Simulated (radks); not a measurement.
Species: Sc2+. Configuration: [Ar] 3d1.

All-electron calculation, non-relativistic Kohn-Sham, TPSS, spin-polarised, spherical densities, point nucleus; open shells are filled with parallel spins first; meta-GGA in the generalised Kohn-Sham scheme. Program: a radial shooting solver on a logarithmic mesh with Libxc functionals.

Energy parts (eV):
part                      energy
total                 -20678.732
kinetic                20659.707
electron-nucleus      -48655.557
Hartree                 8367.830
exchange-correlation   -1050.711

Orbitals (lengths in bohr, moments of r in powers of bohr; r(90%) holds 90 % of the orbital's charge):
orbital  occ.  eigenvalue (eV)     <r^2>      <r>   <1/r>  r(90%)
1s up       1        -4397.744  0.007258  0.07354   20.54   0.131
1s down     1        -4397.753  0.007258  0.07354   20.54   0.131
2s up       1        -487.3947    0.1412   0.3455   4.255   0.537
2s down     1        -487.1399    0.1411   0.3454   4.257   0.537
2p up       3        -404.0956    0.1176   0.3086   4.181   0.508
2p down     3        -403.8933    0.1174   0.3084   4.183   0.507
3s up       1         -70.8724     1.343    1.080   1.291    1.62
3s down     1         -69.9363     1.342    1.080   1.292    1.61
3p up       3         -49.5840     1.590    1.164   1.171    1.79
3p down     3         -48.6137     1.593    1.165   1.171    1.79
3d up       1         -18.1842     3.066    1.554  0.8473    2.64
3d down     0         -17.2659     3.128    1.570  0.8407    2.67

The highest occupied level is 3d up at -18.184 eV. Summed over all electrons, <r^2> = 16.30 bohr^2, which gives a Langevin (diamagnetic) susceptibility term of -12.9 x 10^-6 cm^3/mol. The electron density at the nucleus is 6185 e/bohr^3. The density falls to 0.001 e/bohr^3 at r = 3.09 bohr. For comparison, the ionisation energy in NIST's Atomic Spectra Database is 24.757 eV (measured). In exact Kohn-Sham theory the highest level is minus the ionisation energy, but local and semilocal functionals leave it too shallow, through self-interaction and a potential that decays too fast; potentials with the right tail come closer.
